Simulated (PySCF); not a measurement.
Ionisation energy of Mn by level of theory

Mn [Ar] 3d5 4s2 (6S) → Mn⁺ [Ar] 3d5 4s1 (7S), as a difference of total energies. Calculation: PySCF 2.14, in x2c-TZVPPall (6s5p4d2f1g, 64 functions); scalar relativity by spin-free X2C-1e. Correlated levels: valence and next inner shell: [Ne] frozen. The calculations carry no spin-orbit coupling.

Question: Order these methods by the ionisation energy they give, lowest first.
A. CCSD(T) (valence and next inner shell)
B. UHF
C. MP2 (valence and next inner shell)
D. CCSD (valence and next inner shell)

Answer: B (6.027 eV), C (7.065 eV), D (7.199 eV), A (7.311 eV).

Errors of the correlated levels include the incompleteness of this basis and the frozen core.

For comparison: 7.434 eV (measured; NIST Atomic Spectra Database, ionization energies).
